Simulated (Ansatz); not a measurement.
Gas-phase electronic energies from Ansatz, PBE0-D4/def2-TZVP geometries. CBS: MP2 limit from def2 TZ/QZ plus the TZ coupled-cluster correction, frozen cores. Functionals use def2-TZVPP. B3LYP here is the variant with VWN-RPA as its local correlation; programs differ in this. Each species was taken in one conformer, which may not be the lowest.

Consider the cleavage of the Si–B bond: `F[B]([AlH2])[SiH3]` + `OC1=CS1` → `[SiH3]OC1=CS1` + `F[BH][AlH2]`.

`F[B]([AlH2])[SiH3]`:

Cartesian coordinates in Å:
```
F 1.557 0.867 -1.252
B 0.546 0.418 -0.510
Al -1.314 1.533 -0.434
Si 0.812 -1.330 0.527
H -1.544 2.654 0.674
H -2.511 1.195 -1.428
H -0.163 -2.326 -0.006
H 2.179 -1.920 0.477
H 0.439 -1.090 1.952
```

`OC1=CS1`:

Cartesian coordinates in Å:
```
O -1.062 0.980 -0.533
C -0.300 -0.029 -0.176
C 0.748 -0.499 0.392
S -0.397 -1.784 -0.381
H -0.662 1.806 -0.232
H 1.674 -0.473 0.930
```

`[SiH3]OC1=CS1`:

```xyz
9

Si    0.151    1.506   -0.666
O     0.840    0.094   -0.051
C     0.133   -0.890    0.427
C     0.049   -2.106    0.803
S    -1.561   -1.156    0.995
H    -0.897    1.981    0.263
H     1.292    2.440   -0.746
H    -0.410    1.232   -2.008
H     0.404   -3.101    0.983
```

`F[BH][AlH2]`:

Z-matrix (Å, degrees):
```
B
Al 1 2.161
F 1 1.329 2 120.8
H 1 1.210 2 125.0 3 -180.0
H 2 1.592 1 120.9 3 91.2
H 2 1.592 1 120.9 3 -91.3
```

```csv
level,ΔE (kJ/mol),difference from CCSD(T)/CBS
PBE-D4,-90.0,26.9
r2SCAN-D4,-106.9,10.0
ωB97X-V,-112.1,4.8
ωB97M-V,-114.8,2.1
B2PLYP,-119.5,-2.6
PBE0,-96.5,20.4
B3LYP,-112.3,4.6
HF/def2-TZVPP,-135.7,-18.8
MP2/def2-TZVPP,-127.6,-10.7
SCS-MP2/def2-TZVPP,-129.8,-12.9
CCSD(T)/def2-TZVPP,-116.2,0.7
HF/def2-QZVPP,-137.6,-20.7
MP2/def2-QZVPP,-128.6,-11.7
SCS-MP2/def2-QZVPP,-130.5,-13.6
MP2/CBS(def2),-128.2,-11.3
CCSD/CBS(def2),-118.9,-2.0
CCSD(T)/CBS,-116.9,0
```

Largest T1 diagnostic among the species: 0.015.

In def2-TZVPP, CCSD(T) changes the Hartree–Fock value by +19.5 kJ/mol (the triples alone add +2.0 kJ/mol) and MP2 by +8.2 kJ/mol. The D4 term adds −3.0 kJ/mol with B3LYP and −1.7 kJ/mol with PBE0; it sums over pairs of atoms, weighted by their polarisabilities, and B3LYP, whose exchange is more repulsive, gets the larger term.
